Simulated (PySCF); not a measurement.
**How methods differ on the excitation energy of Ir⁺**

Ir⁺ [Xe] 4f14 5d7 6s1 (5F) → Ir⁺ [Xe] 4f14 5d8 (3F), as a difference of total energies. Calculation: PySCF 2.14, in aug-cc-pVDZ-PP with ECP60MDF (5s5p4d2f, 54 functions); scalar relativity through the core potential. Correlated levels: valence: 5s2 5p6 frozen. The calculations carry no spin-orbit coupling.

```tsv
method	excitation energy (eV)
UHF	0.776
MP2 (valence)	0.287
SCS-MP2 (valence)	-0.010
CCSD (valence)	0.315
CCSD(T) (valence)	0.255
```

Q: How much does correlation contribute at CCSD(T) (valence)?

A: 0.255 − (0.776) = -0.521 eV, measured against UHF.

Errors of the correlated levels include the incompleteness of this basis and the frozen core.

For comparison: 0.362 eV (measured; NIST levels, between the centres of gravity of the two terms).
